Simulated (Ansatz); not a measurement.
Gas-phase electronic energies from Ansatz, PBE0-D4/def2-TZVP geometries. CCSD(T)/CBS is the MP2 limit (def2-TZVPP, def2-QZVPP) plus CCSD(T) − MP2 in def2-TZVPP, frozen cores. This one scheme is used for every species. DFT in def2-TZVPP. B3LYP here is the variant with VWN-RPA as its local correlation; programs differ in this. Each species was taken in one conformer, which may not be the lowest.

Reaction (ligand exchange at a B–C bond): `CB(O)CN` + HCl → `NCB(O)Cl` + CH₄

Is it downhill or uphill in electronic energy at CCSD(T)/CBS, and by how much? (Best estimate.)

Ansatz gave: Downhill: ΔE = -0.95 eV.

What do these levels give: r2SCAN-D4, B3LYP-D4, ωB97X-V, ωB97M-V, B2PLYP, PBE, r2SCAN, B3LYP, CCSD/def2-TZVPP, MP2/def2-QZVPP, HF/CBS(def2), MP2/CBS(def2)? (Estimate.)

Computed: r2SCAN-D4 -1.00, B3LYP-D4 -0.98, ωB97X-V -0.96, ωB97M-V -0.96, B2PLYP -0.99, PBE -0.97, r2SCAN -1.00, B3LYP -0.98, CCSD/def2-TZVPP -0.93, MP2/def2-QZVPP -1.00, HF/CBS(def2) -0.99, MP2/CBS(def2) -1.00 eV.

Largest T1 diagnostic among the species: 0.011.
